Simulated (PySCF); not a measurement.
Structure elucidation problem

The spectra below were simulated for a compound C₆H₈N₂.

$^{1}$H NMR (400 MHz, computed): δ 8.28 (s, 1H), 8.24 (d, 1H), 7.24 (m, 1H), 6.85 (d, 1H), 3.41 (br s, 1H), 2.80 (s, 3H).

$^{13}$C{$^{1}$H} NMR (computed): δ 150.9 (C), 145.5 (CH), 144.3 (CH), 129.4 (CH), 118.8 (CH), 32.2 (CH3).

Non-relativistic, a single conformation, isolated molecule, equivalent nuclei averaged. B97-2/pcSseg-2 with gauge-including orbitals; PBE0-D3(BJ)/def2-TZVP structure; PySCF 2.14.

Shifts are taken against calculated references (same method and geometry level): $^{1}$H (σ = 31.64 ppm) and $^{13}$C (σ = 185.38 ppm) vs TMS.

Question: Propose a structure and justify it.

Answer: 
1. Rings plus π bonds: 4 (1 ring in the answer).
2. 6 carbon signals for 6 carbons: no two carbons are equivalent.
3. Carbon types of the structure: 1 × C, 4 × CH, 1 × CH3, leaving 1 H on heteroatoms.
4. δC 150.9: aromatic carbon bearing nitrogen; σ withdrawal by the attached heteroatom moves it downfield of the ring CH carbons.
5. δC 145.5, 144.3: aromatic CH next to a ring nitrogen; the adjacent pyridine-type nitrogen withdraws density from it.
6. δC 129.4, 118.8: aromatic CH.
7. δC 32.2: methyl carbon bonded to N; deshielded by the electronegative neighbour.
8. δH 8.28, 8.24: hydrogen on an aromatic CH next to a ring nitrogen; ring current plus the neighbouring ring nitrogen.
9. δH 3.41: hydrogen on an aniline-type nitrogen; exchangeable; this is the value without hydrogen bonding to other molecules.
10. δH 2.80: hydrogen on a methyl carbon bonded to N; its carbon carries N, hence the downfield position.

Structure: SMILES N(C)c1cccnc1.

The data come from this structure; uniqueness wasn't tested.

Exchangeable OH/NH protons stand at their gas-phase positions; hydrogen bonding in a real sample shifts them, mostly to higher δ. Shifts are as computed. Against solution values, carbons near 30 ppm lie about +3 ppm off and those near 130 ppm about +7 ppm. Of 1211 compounds with measured shifts, 218 miss one by over three times the rms of a fit or turn the order of signals round; such compounds aren't used in these exercises. Multiplicities follow the n + 1 count of equivalent neighbours, as no J values were calculated; m marks all less simple cases, F and P coupling included.
